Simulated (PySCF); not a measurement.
SbF₂, SMILES [F][Sb][F], multiplicity 2. Geometry: B3LYP-D3(BJ)/def2-TZVP. The multiplicity is an assumed one; other spin states were not compared. The isomer is the one that the SMILES or the coordinates give; other isomers of the formula were not compared. The def2 effective core potentials stand for the cores of Sb; spin–orbit coupling is left out.

All values below come from B3LYP-D3(BJ)/def2-TZVP (PySCF 2.14.0).

Harmonic wavenumbers (cm⁻¹): 199, 602, 621. Rotational constants (GHz): 10.43, 6.599, 4.041; symmetry number 2.

Problem. Work out the zero-point energy and the ideal-gas rigid-rotor harmonic-oscillator thermochemistry at 298.15 K and 1 atm.

Solution. ZPE = ½ Σ hcν = ½ × 1422 cm⁻¹ = 2.03 kcal/mol. H − E(el) = 4.95 kcal/mol. Entropy in cal/(mol K): translation 41.11, rotation 23.18, vibration 3.00, spin 1.38, total 68.68. G − E(el) = -15.53 kcal/mol. Cp = 11.81 cal/(mol K).
